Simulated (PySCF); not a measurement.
Isomers of C4H11NSi.

All values: PBE0/pcSseg-1 (PySCF) at GFN2-xTB geometries, gas phase, one conformer each.

Task: Rank by HOMO–LUMO gap, highest first.
A. `[CH3:1]/[CH:2]=[N:3]\[SiH:4]([CH3:5])[CH3:6]` with C2–N3–Si4–C5 -122°
B. `[CH2:1]=[CH:2][CH2:3][CH2:4][NH:5][SiH3:6]` with C1–C2–C3–C4 -110°, C2–C3–C4–N5 63°, C3–C4–N5–Si6 80°
C. `[CH2:1]=[N:2][SiH2:3][CH:4]([CH3:5])[CH3:6]` with C1–N2–Si3–C4 115°, N2–Si3–C4–C5 49°
D. `[CH3:1][C@@H:2]1[CH2:3][Si@@H:4]([CH3:5])[NH:6]1` with C1–C2–C3–Si4 -108°, C2–C3–Si4–C5 -119°, C3–Si4–N6–C2 10°, C1–C2–N6–Si4 107°

Result: D (7.32 eV), B (6.94 eV), A (6.32 eV), C (6.14 eV).

Task: Rank by the lowest IAO charge on any atom, highest value first.
A. `[CH2:1]=[CH:2][CH2:3][CH2:4][NH:5][SiH3:6]` with C1–C2–C3–C4 -110°, C2–C3–C4–N5 63°, C3–C4–N5–Si6 80°
B. `[CH2:1]=[N:2][SiH2:3][CH:4]([CH3:5])[CH3:6]` with C1–N2–Si3–C4 115°, N2–Si3–C4–C5 49°
C. `[CH3:1][C@@H:2]1[CH2:3][Si@@H:4]([CH3:5])[NH:6]1` with C1–C2–C3–Si4 -108°, C2–C3–Si4–C5 -119°, C3–Si4–N6–C2 10°, C1–C2–N6–Si4 107°

Result: B (-0.516 e), A (-0.672 e), C (-0.738 e).

Task: Rank by HOMO energy, highest first.
A. `[CH2:1]=[N:2][SiH2:3][CH:4]([CH3:5])[CH3:6]` with C1–N2–Si3–C4 115°, N2–Si3–C4–C5 49°
B. `[CH3:1][C@@H:2]1[CH2:3][Si@@H:4]([CH3:5])[NH:6]1` with C1–C2–C3–Si4 -108°, C2–C3–Si4–C5 -119°, C3–Si4–N6–C2 10°, C1–C2–N6–Si4 107°
C. `[CH3:1]/[CH:2]=[N:3]\[SiH:4]([CH3:5])[CH3:6]` with C2–N3–Si4–C5 -122°

Result: B (-6.43 eV), C (-6.62 eV), A (-6.88 eV).

All values together:

```csv
SMILES,μ (D),HOMO (eV),LUMO (eV),lowest IAO charge (e),highest IAO charge (e),lowest Hirshfeld charge (e),highest Hirshfeld charge (e)
C/C=N\[SiH](C)C,1.59,-6.62,-0.31,-0.725 (C),+1.028 (Si),-0.241 (N),+0.394 (Si)
C=CCCN[SiH3],0.97,-6.70,0.23,-0.672 (N),+0.741 (Si),-0.245 (N),+0.340 (Si)
C=CC[SiH2]NC,1.43,-6.58,0.39,-0.676 (N),+0.900 (Si),-0.248 (N),+0.366 (Si)
C[C@@H]1C[Si@@H](C)N1,0.31,-6.43,0.89,-0.738 (C),+1.028 (Si),-0.256 (N),+0.404 (Si)
C=N[SiH2]C(C)C,1.35,-6.88,-0.74,-0.516 (N),+0.871 (Si),-0.220 (N),+0.362 (Si)
```

Conformers: `[CH3:1]/[CH:2]=[N:3]\[SiH:4]([CH3:5])[CH3:6]` with C2–N3–Si4–C5 -122°; `[CH2:1]=[CH:2][CH2:3][CH2:4][NH:5][SiH3:6]` with C1–C2–C3–C4 -110°, C2–C3–C4–N5 63°, C3–C4–N5–Si6 80°; `[CH2:1]=[CH:2][CH2:3][SiH2:4][NH:5][CH3:6]` with C1–C2–C3–Si4 -107°, C2–C3–Si4–N5 168°, C3–Si4–N5–C6 52°; `[CH3:1][C@@H:2]1[CH2:3][Si@@H:4]([CH3:5])[NH:6]1` with C1–C2–C3–Si4 -108°, C2–C3–Si4–C5 -119°, C3–Si4–N6–C2 10°, C1–C2–N6–Si4 107°; `[CH2:1]=[N:2][SiH2:3][CH:4]([CH3:5])[CH3:6]` with C1–N2–Si3–C4 115°, N2–Si3–C4–C5 49°.
